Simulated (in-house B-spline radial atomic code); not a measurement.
Ionisation energies with and without relativity, with size and susceptibility from the Dirac run. Dirac energy differences include first-order Breit, QED and recoil terms. NIST's values go from ground level to ground level; the uncertainty of those that are theory runs from under 0.1 % in few-electron ions to several per cent in heavy many-electron ones. Computed with an all-electron radial atomic-structure program (B-spline basis): non-relativistic Hartree-Fock and Dirac-Hartree-Fock, averages of the configuration (point nuclei without relativity, finite nuclei with it).

```csv
ion,configuration,configuration after,ionisation non-relativistic (eV),ionisation Dirac Breit and QED (eV),tabulated value (eV),tabulated kind,radius at density 0.001 (bohr),diamagnetic susceptibility (10⁻⁶ cm³/mol)
Pm2+,[Xe] 4f5,[Xe] 4f4,22.735,19.227,22.44,semi-empirical,3.537,-32.531
Sm2+,[Xe] 4f6,[Xe] 4f5,23.339,19.680,23.55,semi-empirical,3.498,-31.972
Eu2+,[Xe] 4f7,[Xe] 4f6,23.872,20.052,24.84,semi-empirical,3.46,-31.426
Gd2+,[Xe] 4f7 5d1,[Xe] 4f7,19.558,18.921,20.54,semi-empirical,3.707,-33.677
Tb2+,[Xe] 4f9,[Xe] 4f8,24.751,20.590,21.82,semi-empirical,3.391,-30.38
Dy2+,[Xe] 4f10,[Xe] 4f9,?,?,?,semi-empirical,?,?
Ho2+,[Xe] 4f11,[Xe] 4f10,25.420,20.894,22.79,semi-empirical,3.328,-29.397
Er2+,[Xe] 4f12,[Xe] 4f11,25.686,20.969,22.7,semi-empirical,3.298,-28.928
Tm2+,[Xe] 4f13,[Xe] 4f12,25.912,20.999,23.66,semi-empirical,3.27,-28.475
Yb2+,[Xe] 4f14,[Xe] 4f13,26.098,20.986,25.053,semi-empirical,3.243,-28.037
Lu2+,[Xe] 4f14 6s1,[Xe] 4f14,18.708,19.944,20.9594,measured,4.128,-34.173
Hf2+,[Xe] 4f14 5d2,[Xe] 4f14 5d1,?,?,?,tabulated theory,?,?
Ta2+,[Xe] 4f14 5d3,[Xe] 4f14 5d2,?,?,?,tabulated theory,?,?
W2+,[Xe] 4f14 5d4,[Xe] 4f14 5d3,24.898,23.965,26,semi-empirical,3.721,-33.04
Re2+,[Xe] 4f14 5d5,[Xe] 4f14 5d4,26.574,25.586,27,tabulated theory,3.682,-33.298
Os2+,[Xe] 4f14 5d6,[Xe] 4f14 5d5,28.250,27.205,25,tabulated theory,3.631,-33.394
```

Fill in the row of Dy2+.

ionisation non-relativistic (eV): 25.109; ionisation Dirac Breit and QED (eV): 20.768; tabulated value (eV): 22.89; radius at density 0.001 (bohr): 3.359; diamagnetic susceptibility (10⁻⁶ cm³/mol): -29.881.

Fill in the row of Hf2+.

ionisation non-relativistic (eV): 21.518; ionisation Dirac Breit and QED (eV): 20.698; tabulated value (eV): 22.55; radius at density 0.001 (bohr): 3.711; diamagnetic susceptibility (10⁻⁶ cm³/mol): -31.715.

Fill in the row of Ta2+.

ionisation non-relativistic (eV): 23.216; ionisation Dirac Breit and QED (eV): 22.339; tabulated value (eV): 23.1; radius at density 0.001 (bohr): 3.74; diamagnetic susceptibility (10⁻⁶ cm³/mol): -32.55.
